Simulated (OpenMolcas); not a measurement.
I⁵⁺: effect of the active space

```yaml
Program: OpenMolcas
Method: MS-CASPT2 or its RAS form, IPEA 0.25 Eh, imaginary shift 0.1 Eh
Basis: ANO-RCC-VTZP
Scalar_Hamiltonian: DKH2, point nucleus
Spin-orbit_coupling: RASSI with atomic mean-field integrals over the reference wave functions, term energies averaged over their components
```

A. 2 electrons in 4 orbitals (5s 5p); 2S+1 = 3 even, 3 roots; 2S+1 = 1 even, 7 roots; 2S+1 = 3 odd, 3 roots; 2S+1 = 1 odd, 3 roots; closed shells correlated: 4d; CASPT2 step roughly 2.8 core-seconds
B. 2 electrons in 8 orbitals (5s 5p 6s 6p); 2S+1 = 3 even, 3 roots; 2S+1 = 1 even, 7 roots; 2S+1 = 3 odd, 3 roots; 2S+1 = 1 odd, 3 roots; closed shells correlated: 4d; CASPT2 step about 4 core-seconds
C. 2 electrons in 9 orbitals (RAS2 5s 5p; RAS3 5d, at most 2 electrons); 2S+1 = 3 even, 3 roots; 2S+1 = 1 even, 7 roots; 2S+1 = 3 odd, 3 roots; 2S+1 = 1 odd, 3 roots; closed shells correlated: 4d; CASPT2 step of the order of 6 core-seconds

Energies in cm-1 above 5s2 1S0, the measured ground level; measured values from the list in Rauch et al., Astron. Astrophys. 606, A105 (2017).

| Level | A | B | C | Measured |
| --- | --- | --- | --- | --- |
| 5s2 1S0 | 0.0 | 0.0 | 0.0 | 0.0 |
| 5s 5p 3P* 0 | 86970 | 86680 | 87350 | 85666 |
| 5s 5p 3P* 1 | 90390 | 90090 | 90750 | 89262 |
| 5s 5p 3P* 2 | 99980 | 99690 | 100330 | 99685 |
| 5s 5p 1P* 1 | 126850 | 126390 | 127380 | 127424 |
| 5p2 3P0 | 202570 | 202360 | 202990 | 200085 |
| 5p2 3P1 | 210240 | 209900 | 210540 | 208474 |
| 5p2 1D2 [56 %] | 212020 | 211070 | 211990 | 209432 |
| 5p2 3P2 [56 %] | 223930 | 223170 | 222870 | 221984 |

Deviations, from unrounded energies. A percentage is the sum of absolute deviations over the sum of measured energies, with the sign that they share, or ± where signs differ.

```csv
Against measurement,Levels,A,B,C
mean absolute deviation (cm-1),8,1500,1200,1500
other configurations (%),8,±1.0,±0.8,±1.0
```

B lies closest to measurement on these levels and C furthest from it. The largest miss of B in the table is 5p2 3P0, by +2300 cm-1. The ranking rests on the paired levels alone, and a cruder setting can come out closer through cancelling errors.

Among A to C the level of the table that moves most is 5p2 3P2 [56 %], by 1100 cm-1 (lowest in C, highest in A). Moves below CASPT2's spread within the term are not significant.

Term energies are means over components that CASPT2 splits; among the terms shown or strongly mixed into the levels shown the widest spread is 180 cm-1 (5p2 1D, B). Over all roots computed the reference weight is 0.90 to 0.95 in A, 0.88 to 0.95 in B; the roots of lowest weight are the least certain, and an intruder state may touch them. The ¹D term of p² mixes with s d, which this space lacks (holds for A; B). Active for correlation alone: 6p 6s; no level in the range computed is led by a configuration that fills them, so any true level of that kind is missing (holds for B). Active for correlation alone: 5d; no level in the range computed is led by a configuration that fills it, so any true level of that kind is missing (holds for C). Some terms mix strongly with configurations of 5d, whose occupation reaches 0.22 (5p2 1D) (holds for C). Computed and measured levels are paired by configuration, term and J; levels that our copy of the source lacks, or whose pairing is in doubt (as where it misses far off the trend of its configuration), stay unpaired and out of the deviations. Only configurations of the active space appear. Levels that lie high or do not pair safely by name in every column are left out.

A share in square brackets marks a mixed level and gives the weight of the term that names it, the lowest over the columns. * marks odd parity.
